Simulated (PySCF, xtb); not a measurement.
Sn(Cl)(NH2)3 (ClH6N3Sn), SMILES [NH2][Sn]([NH2])([Cl])[NH2].

GFN2-xTB in xtb 6.7.1 at its own geometry gives an orbital gap of 3.52 eV and a dipole moment of 0.64 D.

The structure is a stationary point at B3LYP-D3(BJ)/def2-SVP. The def2 effective core potentials stand for the cores of Sn; spin–orbit coupling is left out. The values are those of a single conformer.

Q: What does PBE/def2-TZVP run with PySCF give? (An estimate is asked for; the answer gives what the named calculation found.)

A: gap 4.24 eV (levels -6.36 and -2.12 eV), dipole 0.49 D.
